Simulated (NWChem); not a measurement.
System: MgHOF; SMILES [OH][Mg][F]

NWChem input:

```
start job
memory heap 200 mb stack 900 mb global 1100 mb
geometry units angstroms noautosym nocenter noautoz
  Mg     0.141164    -0.260762     0.000000
  F     -0.335203    -1.954567     0.000000
  O      0.615609     1.426182     0.000000
  H      0.873154     2.341029     0.000000
end
basis spherical
  * library def2-svp
end
dft
  xc xpbe96 cpbe96
  iterations 150
end
tddft
  cis
  nroots 8
  notriplet
end
task tddft energy
```

Excerpt of the output:

```
             Northwest Computational Chemistry Package (NWChem) 7.3.0
             --------------------------------------------------------

                             Geometry "geometry" -> ""
                             -------------------------

 Output coordinates in angstroms (scale by  1.889725989 to convert to a.u.)

  No.       Tag          Charge          X              Y              Z
 ---- ---------------- ---------- -------------- -------------- --------------
    1 Mg                  12.0000     0.14116400    -0.26076200     0.00000000
    2 F                    9.0000    -0.33520300    -1.95456700     0.00000000
    3 O                    8.0000     0.61560900     1.42618200     0.00000000
    4 H                    1.0000     0.87315400     2.34102900     0.00000000

 Effective nuclear repulsion energy (a.u.)      80.1907651729

  pbe96 is a nonlocal functional; adding pw91lda local functional.

                                 NWChem DFT Module
                                 -----------------

 Summary of "ao basis" -> "ao basis" (spherical)
 ------------------------------------------------------------------------------
       Tag                 Description            Shells   Functions and Types
 ---------------- ------------------------------  ------  ---------------------
 Mg                         def2-svp                 8       18   4s3p1d
 F                          def2-svp                 6       14   3s2p1d
 O                          def2-svp                 6       14   3s2p1d
 H                          def2-svp                 3        5   2s1p

            General Information
            -------------------
          SCF calculation type: DFT
          Wavefunction type:  closed shell.
          No. of atoms     :     4
          No. of electrons :    30
           Alpha electrons :    15
            Beta electrons :    15
          Charge           :     0
          Spin multiplicity:     1
          Use of symmetry is: off; symmetry adaption is: off
          Maximum number of iterations: 150
          AO basis - number of functions:    51
                     number of shells:    23
          Convergence on energy requested:  1.00D-06
          Convergence on density requested:  1.00D-05
          Convergence on gradient requested:  5.00D-04

              XC Information
              --------------
          PerdewBurkeErnzerhof Exchange Functional  1.000
            Perdew 1991 LDA Correlation Functional  1.000 local
           PerdewBurkeErnz. Correlation Functional  1.000 non-local

[...]

                                NWChem TDDFT Module
                                -------------------

            General Information
            -------------------
           No. of orbitals :     102
            Alpha orbitals :      51
             Beta orbitals :      51
        Alpha frozen cores :       0
         Beta frozen cores :       0
     Alpha frozen virtuals :       0
      Beta frozen virtuals :       0
         Spin multiplicity :       1
    Number of AO functions :      51
        Use of symmetry is : off
      Symmetry adaption is : off
         Schwarz screening :  0.10D-07

              XC Information
              --------------
   PerdewBurkeErnzerhof Exchange Functional   1.00
     Perdew 1991 LDA Correlation Functional   1.00 local
    PerdewBurkeErnz. Correlation Functional   1.00 non-local

             TDDFT Information
             -----------------
          Calculation type : Tamm-Dancoff TDDFT
         Wavefunction type : Restricted singlets
          No. of electrons :      30
           Alpha electrons :      15
            Beta electrons :      15
              No. of roots :       8
          Max subspacesize :    5600
            Max iterations :     100
               Target root :       1
           Target symmetry : none
      Symmetry restriction : off
                 Algorithm : Optimal
        Davidson threshold :  0.10D-03

    8 smallest eigenvalue differences (eV)
--------------------------------------------------------
  No. Spin  Occ  Vir  Irrep   E(Occ)    E(Vir)   E(Diff)
--------------------------------------------------------
    1    1   15   16 a        -0.237    -0.076     4.398
    2    1   14   16 a        -0.237    -0.076     4.398
    3    1   13   16 a        -0.287    -0.076     5.740
    4    1   12   16 a        -0.287    -0.076     5.740
    5    1   11   16 a        -0.311    -0.076     6.410
    6    1   15   17 a        -0.237     0.004     6.575
    7    1   15   18 a        -0.237     0.004     6.575
    8    1   14   17 a        -0.237     0.004     6.575
--------------------------------------------------------

  Entering Davidson iterations
  Restricted singlet excited states

  Iter   NTrls   NConv    DeltaV     DeltaE      Time
  ----  ------  ------  ---------  ---------  ---------
    1      8       0     0.25E+00   0.10+100        0.6
    2     16       0     0.22E-01   0.92E-01        0.6
    3     24       3     0.20E-02   0.53E-03        0.5
    4     29       7     0.17E-03   0.28E-05        0.5
    5     30       8     0.36E-04   0.17E-07        0.3
  ----  ------  ------  ---------  ---------  ---------
  Convergence criterion met

  Ground state a        -375.343963663905 a.u.

  ----------------------------------------------------------------------------
  Root   1 singlet a              0.165407937 a.u.                4.5010 eV
  ----------------------------------------------------------------------------
     Transition Moments    X -0.21905   Y  0.06166   Z -0.57517
     Dipole Oscillator Strength                    0.0421909375
     Electric Quadrupole                           0.0000000135
     Magnetic Dipole                               0.0000003582
     Total Oscillator Strength                     0.0421913093

[...]
```

Level: PBE/def2-SVP, TDA. Geometry: optimised at PBE0/def2-SVP.
